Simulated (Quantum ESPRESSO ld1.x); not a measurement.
The numbers below are computed, except where a source is named.
Species: Co9+. Configuration: [Ar].

Code: ld1.x of Quantum ESPRESSO 7.5. Model: scalar-relativistic Kohn-Sham, relativistic LDA (MacDonald-Vosko exchange, VWN5 correlation), spin-unpolarised, spherical densities, point nucleus.

Energy parts (hartree):
part                      energy
total                 -1361.4382
kinetic                1377.0018
electron-nucleus      -3112.9275
Hartree                 423.2999
exchange-correlation    -48.8123

Orbitals (lengths in bohr, moments of r in powers of bohr; r(max) is where P^2 peaks):
orbital  occ.  eigenvalue (hartree)  r(max)
1s          2              -285.833   0.037
2s          2              -41.2662   0.214
2p          6              -36.6036   0.172
3s          2              -10.9798   0.639
3p          6              -9.58427   0.634

The highest occupied level is 3p at -260.80 eV. Summed over all electrons, <r^2> = 5.216 bohr^2, which gives a Langevin (diamagnetic) susceptibility term of -4.13 x 10^-6 cm^3/mol. The density falls to 0.001 e/bohr^3 at r = 1.85 bohr. For comparison, the ionisation energy in NIST's Atomic Spectra Database is 275.4 eV (semi-empirical). In exact Kohn-Sham theory the highest level is minus the ionisation energy, but local and semilocal functionals leave it too shallow, through self-interaction and a potential that decays too fast; potentials with the right tail come closer.
